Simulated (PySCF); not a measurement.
**Spin-rotation constants: `[H]/N=C\C[C@@](C)(N)C[SiH3]`, C₅H₁₄N₂Si**

Geometry (Å), atoms numbered from 1 in this order:
```xyz
22

C     0.1165   -1.8273    0.7235
C    -0.1152   -0.4134    0.1707
N     0.1733    0.6255    1.1571
C    -1.5758   -0.1975   -0.2263
Si   -1.9921    1.6576   -0.0890
C     0.7870   -0.1665   -1.0596
C     2.2434   -0.2542   -0.7191
N     3.0291    0.6888   -0.4600
H    -0.0782   -2.5751   -0.0421
H     1.1399   -1.9466    1.0762
H    -0.5553   -2.0147    1.5608
H    -0.2953    0.4101    2.0299
H     1.1688    0.6936    1.3489
H    -1.7637   -0.5889   -1.2248
H    -2.2237   -0.7562    0.4507
H    -2.2340    2.0464    1.2982
H    -3.2469    1.8456   -0.8366
H    -0.9752    2.5032   -0.7081
H     0.5618    0.8308   -1.4414
H     0.5454   -0.9065   -1.8243
H     2.6702   -1.2532   -0.6692
H     2.6094    1.6179   -0.5163
```

The calculation used GIAO B3LYP/pcSseg-1 magnetisability, rotational g tensor and spin-rotation constants, non-relativistic, gas phase (PySCF). Geometry: GFN2-xTB.

Task: Give the nuclear spin-rotation constants along the inertial axes (H = +C I·J) beside the isotropic shieldings.

Result: Rotational constants 2.5029, 1.0802, 0.9159 GHz. A star marks the isotopologue with that one atom substituted, in its own axes.
| atom | isotope | Caa (kHz) | Cbb (kHz) | Ccc (kHz) | mean (kHz) | σ (ppm) |
| --- | --- | --- | --- | --- | --- | --- |
| N3 | 14N | 0.162 | 0.066 | 0.055 | 0.094 | 185.8 |
| N8 | 14N | 0.488 | 0.318 | 0.084 | 0.297 | -113.8 |
| H9 | 1H | -0.294 | -0.080 | -0.005 | -0.126 | 30.3 |
| H10 | 1H | -0.006 | -0.115 | -0.080 | -0.067 | 30.3 |
| H11 | 1H | -0.168 | -0.072 | -0.067 | -0.102 | 30.9 |
| H12 | 1H | -0.241 | -0.097 | -0.045 | -0.128 | 31.3 |
| H13 | 1H | -0.022 | -0.125 | -0.086 | -0.078 | 30.4 |
| H14 | 1H | -0.294 | -0.127 | 0.027 | -0.131 | 30.8 |
| H15 | 1H | -0.204 | -0.015 | -0.099 | -0.106 | 30.7 |
| H16 | 1H | -0.200 | -0.100 | 0.026 | -0.091 | 28.0 |
| H17 | 1H | -0.014 | -0.100 | -0.042 | -0.052 | 28.2 |
| H18 | 1H | -0.133 | 0.006 | -0.085 | -0.071 | 27.9 |
| H19 | 1H | -0.181 | 0.007 | -0.110 | -0.095 | 29.6 |
| H20 | 1H | -0.288 | -0.095 | 0.013 | -0.124 | 29.7 |
| H21 | 1H | -0.037 | 0.032 | -0.085 | -0.030 | 23.7 |
| H22 | 1H | -0.039 | 0.093 | -0.105 | -0.017 | 21.0 |
| C1 | 13C* | 0.463 | 0.164 | 0.178 | 0.268 | 145.2 |
| C2 | 13C* | 0.535 | 0.216 | 0.173 | 0.308 | 129.7 |
| C4 | 13C* | 0.323 | 0.207 | 0.173 | 0.234 | 150.9 |
| Si5 | 29Si* | -1.384 | -0.558 | -0.506 | -0.816 | 424.5 |
| C6 | 13C* | 0.482 | 0.236 | 0.191 | 0.303 | 126.5 |
| C7 | 13C* | 1.214 | 0.477 | 0.229 | 0.640 | 3.3 |

For the geometry as given, no vibrational averaging.

Task: How do the rotational constants and the g tensor change when H9, H10, H11, H12, H13, H14, H15, H16, H17, H18, H19, H20, H21, H22 are replaced by deuterium?

Result: Constants 1.9879, 0.9463, 0.7993 GHz; g -0.0148, -0.0153, -0.0107, against -0.0184, -0.0175, -0.0122 before.
